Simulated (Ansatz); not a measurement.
Computed with Ansatz on PBE0-D4/def2-TZVP structures; ΔE is electronic, products minus reactants. CBS: MP2 limit from def2 TZ/QZ plus the TZ coupled-cluster correction, frozen cores. This one scheme is used for every species. Functionals use def2-TZVPP. No spin–orbit coupling; open shells (•) take unrestricted orbitals. One conformer a species, not always the lowest.

Consider the hydrogen abstraction from the N–H bond: `N[Si](F)(F)F` + `[CH3]`• → `[NH][Si](F)(F)F`• + CH₄.

`N[Si](F)(F)F`:

Z-matrix (Å, degrees):
```
Si
F 1 1.578
F 1 1.574 2 105.7
N 1 1.672 2 115.9 3 -121.6
F 1 1.574 2 105.8 3 116.9
H 4 1.005 1 122.2 2 79.8
H 4 1.005 1 122.2 2 -80.3
```

`[CH3]`•:

Z-matrix (Å, degrees):
```
C
H 1 1.080
H 1 1.080 2 120.0
H 1 1.080 2 120.0 3 180.0
```

`[NH][Si](F)(F)F`•:

```xyz
6

N     1.353   -0.174    0.024
Si   -0.339    0.124    0.160
F    -0.635    0.815    1.535
F    -1.165   -1.214    0.107
F    -0.845    1.082   -0.980
H     1.630   -0.633   -0.846
```

CH₄:

```xyz
5

C     0.000    0.000    0.000
H    -0.175    0.579    0.906
H     0.437    0.643   -0.763
H    -0.946   -0.403   -0.362
H     0.683   -0.820    0.220
```

| species | LC-ωPBE energy (Eh) |
| --- | --- |
| `N[Si](F)(F)F` | -645.11984 |
| `[CH3]`• | -39.83074 |
| `[NH][Si](F)(F)F`• | -644.42228 |
| CH₄ | -40.51009 |

Question: Work out ΔE.

Answer: ΔE = (-644.42228) + (-40.51009) − (-645.11984) − (-39.83074) = 0.01821 Eh = +0.50 eV. CCSD(T)/CBS gives +0.49 eV.

Largest T1 diagnostic among the species: 0.012.

Leaving LDA and LC-ωPBE aside and taking each functional with its dispersion term where it has one, the values, not all of them listed here, spread over 0.16 eV, from B97M-V to PBE-QIDH. LDA lies +0.16 eV from PBE without D4. From PBE to PBE0 (25 % exact exchange), in def2-TZVPP and without D4, ΔE moves by +0.03 eV.
